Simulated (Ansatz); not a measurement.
Geometry optimisation, Ansatz 0.2.0, UKS r2SCAN-D4/6-31G.

Input file:

```yaml
crystal:
  periodic: [false, false, false]
  atoms:
    - { symbol: Si, position_ang: [0.392, 0.5229, 1.3035] }
    - { symbol: O, position_ang: [0.1594, -0.4523, -0.5006] }
    - { symbol: C, position_ang: [-0.7549, -0.294, -1.5638] }
    - { symbol: Cl, position_ang: [-0.8529, 2.0217, 0.7378] }
    - { symbol: Cl, position_ang: [2.0233, 1.559, 1.9339] }
    - { symbol: Cl, position_ang: [-0.5945, -0.4973, 2.7356] }
    - { symbol: H, position_ang: [1.1043, -1.1644, -0.0018] }
    - { symbol: H, position_ang: [1.4773, -0.9478, 0.8793] }
    - { symbol: H, position_ang: [-1.644, -0.9077, -1.398] }
    - { symbol: H, position_ang: [-0.2646, -0.5945, -2.4906] }
    - { symbol: H, position_ang: [-1.0454, 0.7544, -1.6354] }
magnetization:
  spin_polarized: true
basis:
  gaussian: { orbitals: "6-31G" }
hamiltonian:
  xc: r2scan
  dispersion: d4
relax:
  f_tol: 0.15
  max_steps: 25
  restrain:
    - { distance: [0, 7], at: 2.72, k: 30.0 }
    - { distance: [6, 1], at: 2.27, k: 30.0 }
    - { distance: [0, 1], at: 1.77, k: 30.0 }
    - { distance: [6, 7], at: 0.62, k: 30.0 }
```

Command:

```bash
$ ansatz run input.yaml --threads 2 --pin off --max-ram 3072MiB --backend cpu --events-out ev --progress --plain --runs-dir out
```

Task: Where does it end, and by what steps?

Result: The forces met the threshold. The restraints hold the end off the free minimum. Limits of this set-up: no polarisation functions. After 9 steps the energy has fallen by 2.476 eV (the restraints' own energy left out); H7 moved furthest, 0.80 Å. Joined: H7–H8.

```json
{"step": "0", "energy less start (eV)": "0.0000", "largest force component (eV/Å)": "3.837", "accepted": "yes"}
{"step": "1", "energy less start (eV)": "-0.2121", "largest force component (eV/Å)": "3.867", "accepted": "yes"}
{"step": "2", "energy less start (eV)": "-0.3708", "largest force component (eV/Å)": "4.479", "accepted": "yes"}
{"step": "3", "energy less start (eV)": "-1.4385", "largest force component (eV/Å)": "3.025", "accepted": "yes"}
{"step": "4", "energy less start (eV)": "-2.2141", "largest force component (eV/Å)": "1.944", "accepted": "yes"}
{"step": "5", "energy less start (eV)": "-2.3901", "largest force component (eV/Å)": "1.931", "accepted": "yes"}
{"step": "6", "energy less start (eV)": "-2.4663", "largest force component (eV/Å)": "1.731", "accepted": "yes"}
{"step": "7", "energy less start (eV)": "-2.4564", "largest force component (eV/Å)": "2.081", "accepted": "yes"}
{"step": "8", "energy less start (eV)": "-2.4698", "largest force component (eV/Å)": "2.106", "accepted": "yes"}
{"step": "9", "energy less start (eV)": "-2.4757", "largest force component (eV/Å)": "2.170", "accepted": "yes"}
```

```xyz
11
Properties=species:S:1:pos:R:3
Si 0.137 0.703 0.990
O 0.307 -0.009 -0.586
C -0.820 -0.168 -1.525
Cl -1.196 2.409 0.854
Cl 2.058 1.375 1.649
Cl -0.739 -0.656 2.425
H 1.710 -1.511 0.391
H 1.749 -1.500 1.082
H -1.552 -0.873 -1.119
H -0.368 -0.571 -2.431
H -1.287 0.800 -1.728
```

Run time: 69 s on 2 threads of AMD EPYC 7R13 Processor (Zen 3), with other jobs on the host, peak memory 0.27 GiB.
